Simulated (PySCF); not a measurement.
## Molecular orbitals of CsCa⁺

PBE at R = 4.601 Å; Cs def2-SVP with ECP46, Ca def2-SVP; scalar-relativistic core potentials (PySCF 2.14). State: ¹Σ⁺ (singlet), closed shell. Only the outer orbitals are listed, counted within each symmetry, core potentials removing the inner ones.

| orbital | occ. | ε (eV) | on Cs (%) | main shells (%) |
| --- | --- | --- | --- | --- |
| 2π | 2 | -31.76 | 0 | 100 Ca p |
| 2π | 2 | -31.76 | 0 | 100 Ca p |
| 5σ | 2 | -31.72 | 0 | 100 Ca p |
| 6σ | 2 | -31.32 | 100 | 100 Cs s |
| 3π | 2 | -17.84 | 100 | 100 Cs p |
| 3π | 2 | -17.84 | 100 | 100 Cs p |
| 7σ | 2 | -17.78 | 100 | 100 Cs p |
| 8σ | 2 | -7.10 | 16 | 82 Ca s, 9 Cs s |
| 9σ | 0 | -5.42 | 44 | 45 Cs s, 32 Ca d, 13 Ca p |
| 4π | 0 | -5.16 | 6 | 92 Ca d |
| 4π | 0 | -5.16 | 6 | 92 Ca d |

Task: Which are the highest filled and the lowest empty level, where do they sit, and how wide is the gap?

Result: Highest filled 8σ at -7.10 eV (in %: 82 Ca s, 9 Cs s); lowest empty 9σ at -5.42 eV (in %: 45 Cs s, 32 Ca d, 13 Ca p); the gap at PBE is 1.68 eV.

The bond order (Mayer) is 0.53, the ⟨S²⟩ is 0.000 and the charge on Cs (Mulliken, basis-dependent) is 0.69. The charge on Cs (Löwdin, basis-dependent) is 0.49 and the dipole moment (positive dipole points towards Ca; it is taken about the centre of mass and depends on that origin) is 0.84 D. The polarisability along the bond is 254.3 bohr³ and the polarisability across the bond is 125.2 bohr³.

Closed-shell solutions of metal pairs were not tested for spin polarisation, which can lower them a little. Spin–orbit coupling is left out.
